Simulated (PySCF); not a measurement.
# Spinor energies of Se⁻ (selenium, charge -1)

Start: [Ar] 3d10 4s2 4p5; 4p1/2 filled at m_j = -1/2, +1/2; 4p3/2 filled at m_j = -1/2, +1/2, +3/2. Calculated with PySCF 2.14 in x2c-TZVPall-2c with one added diffuse shell each of s, p, d type (7s8p5d1f, 63 functions): generalised Hartree-Fock with the X2C-1e Hamiltonian and a Gaussian nucleus; one run each with spin-orbit coupling (SO) switched off, then screened by Boettger's factors.

| spinor shell | electrons | ε, spin-free (eV) | ε, screened SO (eV) | weight of nominal j (screened SO) | rms radius, screened SO (bohr) |
| --- | --- | --- | --- | --- | --- |
| 1s1/2 | 2 | -12729.3 | -12728.9 | 1.000 | 0.0508 |
| 2s1/2 | 2 | -1688.2 | -1688.1 | 1.000 | 0.212 |
| 2p1/2 | 2 | -1478.8 | -1507.4 | 1.000 | 0.187 |
| 2p3/2 | 4 | -1478.8 | -1465.0 | 1.000 | 0.190 |
| 3s1/2 | 2 | -242.52 | -242.45 | 1.000 | 0.612 |
| 3p1/2 | 2 | -174.71 | -178.97 | 1.000 | 0.629 |
| 3p3/2 | 4 | -174.71 | -172.58 | 1.000 | 0.639 |
| 3d3/2 | 4 | -62.395 | -62.923 | 0.997 | 0.695 |
| 4s1/2 | 2 | -15.829 | -15.800 | 1.000 | 2.04 |
| 4p1/2 | 2 | -2.762 | -3.207 | 0.697 | 2.75 |
| 4p3/2 | 3 | -2.762 | -2.470 | 0.798 | 2.89 |

Q: Where does 3d5/2 lie, and what is the 3d spin-orbit splitting (screened SO)?

A: At -61.948 eV, 0.975 eV above 3d3/2.

| quantity | spin-free | screened SO |
| --- | --- | --- |
| E (hartree) | -2428.03731 | -2428.15647 |
| M_J | 3/2 | 3/2 |
| ⟨J²⟩ | 3.774 | 3.774 |
| ⟨L²⟩ | 2.013 | 2.017 |
| ⟨S²⟩ | 0.761 | 0.762 |

Each row is a mean over spinors that exchange with the open shell spreads, by up to 2.581 eV (4s1/2).

Rows whose weight is well below 1 are mixtures of j = l ± 1/2: exchange outweighs spin-orbit coupling there, and the label is only the starting occupation.

Without spin-orbit coupling the j labels of p, d and f shells carry no meaning; the spin-free column gives the mean over the occupied spinors of each nl shell.
